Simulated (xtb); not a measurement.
CBrF3, charge -1, doublet, at the geometry of the source list (a state made from the parent by changing its charge; the spin is typed, not shown lowest); GFN2-xTB with ALPB(dmso) (xtb).

Input for xtb:
```
$ xtb mol.xyz --gfn 2 --chrg -1 --uhf 1 --alpb dmso --json

# file mol.xyz
5

F     -0.58660000    -0.60490000    -1.07020000
C     -0.11260000     0.00460000    -0.00080000
F     -0.60050000    -0.58490000     1.07350000
F     -0.51680000     1.26010000    -0.01510000
Br     1.81660000    -0.07500000     0.01250000
```

What the program printed (banner, timings and long lists left out):

```
   ID    Z sym.   atoms
    1    9 F      1, 3, 4
    2    6 C      2
    3   35 Br     5

           -------------------------------------------------
          |                Calculation Setup                |
           -------------------------------------------------

           -------------------------------------------------
          |                 G F N 2 - x T B                 |
           -------------------------------------------------

      * Solvation model:               ALPB
        Solvent                        dmso
        Parameter file                 internal GFN2-xTB/ALPB
        Dielectric constant                4.6680E+01
        Reference state                gsolv [1 M gas/solution]
        Free energy shift                  7.1947E-03 Eh       4.5147E+00 kcal/mol
        Temperature                        2.9815E+02 K
        Density                            1.1000E+00 kg/L
        Solvent mass                       7.8130E+01 g/mol
        Interaction kernel             P16
        Born radius scaling (c1)           1.7927E+00
        Born radii integrator          GBOBC
        Born offset                        0.0000E+00 a0       0.0000E+00 AA
        H-bond correction              true
        Ion screening                  false
        Surface tension                    1.0000E-05 Eh       1.5569E+01 dyn/cm
        Grid points                               230 per atom

          ...................................................
          :                      SETUP                      :
          :.................................................:
          :  # basis functions                  26          :
          :  # atomic orbitals                  25          :
          :  # shells                           11          :
          :  # electrons                        33          :
          :  max. iterations                   250          :
          :  Hamiltonian                  GFN2-xTB          :
          :  restarted?                      false          :
          :  GBSA solvation                   true          :
          :  PC potential                    false          :
          :  electronic temp.          300.0000000     K    :
          :  accuracy                    1.0000000          :
          :  -> integral cutoff          0.2500000E+02      :
          :  -> integral neglect         0.1000000E-07      :
          :  -> SCF convergence          0.1000000E-05 Eh   :
          :  -> wf. convergence          0.1000000E-03 e    :
          :  Broyden damping             0.4000000          :
          :  net charge                         -1          :
          :  unpaired electrons                  1          :
          ...................................................

 iter      E             dE          RMSdq      gap      omega  full diag
   1    -20.5989033 -0.205989E+02  0.757E+00    5.23       0.0  T
   2    -20.6711500 -0.722467E-01  0.702E+00    6.39       1.0  T
   3    -20.6757896 -0.463968E-02  0.495E+00    6.41       1.0  T
   4    -20.6802611 -0.447148E-02  0.142E+00    6.55       1.0  T
   5    -20.6814694 -0.120833E-02  0.495E-01    6.66       1.0  T
   6    -20.6816362 -0.166787E-03  0.190E-01    6.70       1.0  T
   7    -20.6816547 -0.185090E-04  0.794E-02    6.71       1.0  T
   8    -20.6816570 -0.226202E-05  0.567E-03    6.71       7.9  T
   9    -20.6816570 -0.138179E-07  0.137E-03    6.71      32.7  T
  10    -20.6816570 -0.111724E-08  0.467E-05    6.71     957.8  T
  11    -20.6816570 -0.189004E-11  0.253E-05    6.71    1771.0  T

   *** convergence criteria satisfied after 11 iterations ***

         :::::::::::::::::::::::::::::::::::::::::::::::::::::
         ::                     SUMMARY                     ::
         :::::::::::::::::::::::::::::::::::::::::::::::::::::
         :: total energy             -20.638001526308 Eh    ::
         :: total w/o Gsasa/hb       -20.634615537899 Eh    ::
[...]
         #    Occupation            Energy/Eh            Energy/eV
      -------------------------------------------------------------
         1        2.0000           -0.8454175             -23.0050
       ...           ...                  ...                  ...
         5        2.0000           -0.6179523             -16.8153
         6        2.0000           -0.5827243             -15.8567
         7        2.0000           -0.5827222             -15.8567
         8        2.0000           -0.5675918             -15.4450
         9        2.0000           -0.5186689             -14.1137
        10        2.0000           -0.5186667             -14.1136
        11        2.0000           -0.5061168             -13.7721
        12        2.0000           -0.5055399             -13.7564
        13        2.0000           -0.5055385             -13.7564
        14        2.0000           -0.4253558             -11.5745
        15        2.0000           -0.3410372              -9.2801
        16        2.0000           -0.3410370              -9.2801
        17        1.0000           -0.1622490              -4.4150 (HOMO)
        18                          0.0845149               2.2998 (LUMO)
        19                          0.0845276               2.3001
        20                          0.1190609               3.2398
        21                          0.1190630               3.2399
        22                          0.2022325               5.5030
        23                          0.2450651               6.6686
        24                          0.2451128               6.6699
        25                          0.4774104              12.9910
      -------------------------------------------------------------
                  HL-Gap            0.2467639 Eh            6.7148 eV
             Fermi-level           -0.1452550 Eh           -3.9526 eV

     #   Z          covCN         q      C6AA      α(0)
     1   9 F        0.857    -0.287    12.172     4.122
     2   6 C        3.269     0.438    18.770     6.988
     3   9 F        0.857    -0.287    12.171     4.122
     4   9 F        0.857    -0.287    12.172     4.122
     5  35 Br       1.116    -0.576   201.734    22.901

 Mol. C6AA /au·bohr⁶  :        824.526958
 Mol. C8AA /au·bohr⁸  :      31718.673142
 Mol. α(0) /au        :         42.254711

Wiberg/Mayer (AO) data.
largest (>0.10) Wiberg bond orders for each atom

 ---------------------------------------------------------------------------
     #   Z sym  total        # sym  WBO       # sym  WBO       # sym  WBO
 ---------------------------------------------------------------------------
     1   9 F    1.016 --     2 C    0.918
     2   6 C    3.455 --     3 F    0.918     1 F    0.918     4 F    0.918
                             5 Br   0.700
     3   9 F    1.016 --     2 C    0.918
     4   9 F    1.016 --     2 C    0.918
     5  35 Br   0.776 --     2 C    0.700
 ---------------------------------------------------------------------------

Topologies differ in total number of bonds
Writing topology from bond orders to xtbtopo.mol

molecular dipole:
                 x           y           z       tot (Debye)
 q only:       -1.146       0.047      -0.008
   full:       -3.199       0.132      -0.022       8.138
molecular quadrupole (traceless):
                xx          xy          yy          xz          yz          zz
 q only:       -5.404       0.335       2.695      -0.056       0.002       2.709
  q+dip:      -17.832       1.105       8.894      -0.185       0.007       8.939
   full:      -17.022       1.055       8.490      -0.176       0.007       8.533

           -------------------------------------------------
          | TOTAL ENERGY              -20.638001526308 Eh   |
          | GRADIENT NORM               0.155974842591 Eh/α |
          | HOMO-LUMO GAP               6.714786203502 eV   |
           -------------------------------------------------

normal termination of xtb
```
